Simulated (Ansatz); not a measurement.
All values below come from Ansatz (a first-principles code) with PBE0-D4/def2-TZVP. No frequencies were computed at this level.

Ansatz 0.2 input:
```yaml
crystal:
  periodic: [false, false, false]
  atoms:
    - { symbol: C, position_ang: [-1.135158, -0.502453, -0.106203] }
    - { symbol: C, position_ang: [-0.251213, 0.735674, 0.067345] }
    - { symbol: B, position_ang: [1.318921, 0.448759, 0.109733] }
    - { symbol: O, position_ang: [1.846664, -0.766606, 0.002281] }
    - { symbol: H, position_ang: [-2.18809, -0.229111, -0.128403] }
    - { symbol: H, position_ang: [-0.990412, -1.199288, 0.718949] }
    - { symbol: H, position_ang: [-0.905449, -1.014607, -1.040224] }
    - { symbol: H, position_ang: [-0.544663, 1.252945, 0.984626] }
    - { symbol: H, position_ang: [-0.465392, 1.439519, -0.741092] }
    - { symbol: H, position_ang: [2.088558, 1.32577, 0.241884] }
    - { symbol: H, position_ang: [1.226235, -1.490602, -0.108894] }
basis:
  gaussian: { orbitals: def2-tzvp }
hamiltonian:
  xc: pbe0
  dispersion: d4
relax:
  max_steps: 150
```

Output:

```
Functional definition: PBE0
988 factors; their error is unknown
mean field evaluation 1: about -4899.4695 eV, gradient 6.8e1 eV
mean field evaluation 2: about -4893.9274 eV, gradient 8.5e1 eV
mean field evaluation 4: about -4908.8851 eV, gradient 4.5e0 eV
mean field evaluation 8: about -4908.9255 eV, gradient 3.4e-2 eV
mean field evaluation 16: about -4908.9153 eV, gradient 3.0e-5 eV
mean field -4908.91529354 eV, -180.3993096553 hartree, gradient 3.0e-5 eV, S^2 0.000000; 0 other end points of the search recorded, 0 dependent functions left out
reference -4908.91532413 eV, -180.3993107796 hartree; 16, 16 occupied and 150, 150 virtual orbitals, 988 factors
relax step   1: F+E_penalty+E_count = -4909.04754126 eV  Δ(F+E_penalty+E_count) = +0.000e0 eV  max|allowed force component| = 1.357e0 eV/Å  Δτ_max = 0.0000 Å  (26 SCF iters, accepted)
these checks for a lower state are left out or cut short: starts, cluster_reference, orbital_swaps, neighbouring_geometries, increment
988 factors; their error is unknown
mean field -4908.95085242 eV, -180.4006164201 hartree, gradient 7.0e-6 eV, S^2 0.000000; 0 other end points of the search recorded, 0 dependent functions left out
reference -4908.95088303 eV, -180.4006175450 hartree; 16, 16 occupied and 150, 150 virtual orbitals, 988 factors
relax step   2: F+E_penalty+E_count = -4909.08314743 eV  Δ(F+E_penalty+E_count) = -3.561e-2 eV  max|allowed force component| = 6.414e-1 eV/Å  Δτ_max = 0.0267 Å  (31 SCF iters, accepted)
these checks for a lower state are left out or cut short: starts, cluster_reference, orbital_swaps, neighbouring_geometries, increment
988 factors; their error is unknown
mean field -4908.95909209 eV, -180.4009192222 hartree, gradient 7.3e-6 eV, S^2 0.000000; 0 other end points of the search recorded, 0 dependent functions left out
reference -4908.95912269 eV, -180.4009203468 hartree; 16, 16 occupied and 150, 150 virtual orbitals, 988 factors
relax step   3: F+E_penalty+E_count = -4909.09141607 eV  Δ(F+E_penalty+E_count) = -8.269e-3 eV  max|allowed force component| = 1.185e-1 eV/Å  Δτ_max = 0.0116 Å  (31 SCF iters, accepted)
these checks for a lower state are left out or cut short: starts, cluster_reference, orbital_swaps, neighbouring_geometries, increment
988 factors; their error is unknown
mean field evaluation 32: about -4908.9663 eV, gradient 6.6e-1 eV
mean field -4908.95990182 eV, -180.4009489793 hartree, gradient 7.6e-6 eV, S^2 0.000000; 0 other end points of the search recorded, 0 dependent functions left out
reference -4908.95993242 eV, -180.4009501039 hartree; 16, 16 occupied and 150, 150 virtual orbitals, 988 factors
relax step   4: F+E_penalty+E_count = -4909.09217535 eV  Δ(F+E_penalty+E_count) = -7.593e-4 eV  max|allowed force component| = 4.578e-2 eV/Å  Δτ_max = 0.0082 Å  (31 SCF iters, accepted)
these checks for a lower state are left out or cut short: starts, cluster_reference, orbital_swaps, neighbouring_geometries, increment
988 factors; their error is unknown
mean field -4908.96009483 eV, -180.4009560723 hartree, gradient 7.8e-6 eV, S^2 0.000000; 0 other end points of the search recorded, 0 dependent functions left out
reference -4908.96012540 eV, -180.4009571957 hartree; 16, 16 occupied and 150, 150 virtual orbitals, 988 factors
relax step   5: F+E_penalty+E_count = -4909.09241376 eV  Δ(F+E_penalty+E_count) = -2.384e-4 eV  max|allowed force component| = 4.014e-2 eV/Å  Δτ_max = 0.0129 Å  (31 SCF iters, accepted)
these checks for a lower state are left out or cut short: starts, cluster_reference, orbital_swaps, neighbouring_geometries, increment
988 factors; their error is unknown
mean field -4908.96013102 eV, -180.4009574023 hartree, gradient 7.8e-6 eV, S^2 0.000000; 0 other end points of the search recorded, 0 dependent functions left out
reference -4908.96016159 eV, -180.4009585256 hartree; 16, 16 occupied and 150, 150 virtual orbitals, 988 factors
relax step   6: F+E_penalty+E_count = -4909.09247437 eV  Δ(F+E_penalty+E_count) = -6.061e-5 eV  max|allowed force component| = 1.842e-2 eV/Å  Δτ_max = 0.0021 Å  (32 SCF iters, accepted)
these checks for a lower state are left out or cut short: starts, cluster_reference, orbital_swaps, neighbouring_geometries, increment
988 factors; their error is unknown
mean field -4908.96016217 eV, -180.4009585472 hartree, gradient 7.8e-6 eV, S^2 0.000000; 0 other end points of the search recorded, 0 dependent functions left out
reference -4908.96019275 eV, -180.4009596707 hartree; 16, 16 occupied and 150, 150 virtual orbitals, 988 factors
relax step   7: F+E_penalty+E_count = -4909.09248650 eV  Δ(F+E_penalty+E_count) = -1.213e-5 eV  max|allowed force component| = 1.915e-3 eV/Å  Δτ_max = 0.0021 Å  (32 SCF iters, accepted)
988 factors; their error is unknown
mean field evaluation 64: about -4908.9602 eV, gradient 6.5e-3 eV
mean field -4908.96016217 eV, -180.4009585472 hartree, gradient 7.8e-6 eV, S^2 0.000000; 1 other end points of the search recorded, 0 dependent functions left out
reference -4908.96019275 eV, -180.4009596707 hartree; 16, 16 occupied and 150, 150 virtual orbitals, 988 factors
Total energy: -4909.09251707 eV, -180.4058225000 hartree
Atom 0 at    -1.134602    -0.505993    -0.107023 Å, force     0.000841    -0.000236    -0.000075 eV/Å
Atom 1 at    -0.243033     0.717115     0.066125 Å, force    -0.000274     0.000015    -0.000907 eV/Å
Atom 2 at     1.304493     0.459441     0.109972 Å, force     0.001205    -0.001744     0.001915 eV/Å
Atom 3 at     1.851902    -0.774171     0.002058 Å, force    -0.000908     0.000148    -0.000729 eV/Å
Atom 4 at    -2.194490    -0.243730    -0.127961 Å, force    -0.000412     0.000246     0.000024 eV/Å
Atom 5 at    -1.002694    -1.221097     0.711677 Å, force    -0.000008     0.000383    -0.000091 eV/Å
Atom 6 at    -0.921260    -1.031986    -1.043435 Å, force    -0.000084     0.000292     0.000158 eV/Å
Atom 7 at    -0.510177     1.262082     0.981751 Å, force     0.000336    -0.000202     0.000489 eV/Å
Atom 8 at    -0.430568     1.446798    -0.733341 Å, force    -0.000211     0.000089    -0.000438 eV/Å
Atom 9 at     2.087332     1.359812     0.243849 Å, force    -0.001068     0.000340    -0.000616 eV/Å
Atom 10 at     1.193098    -1.468270    -0.103671 Å, force     0.000583     0.000669     0.000270 eV/Å
Dipole moment:    -0.382891    -0.125272    -0.031401 e Å
```

Cost: very roughly 26 core-seconds.
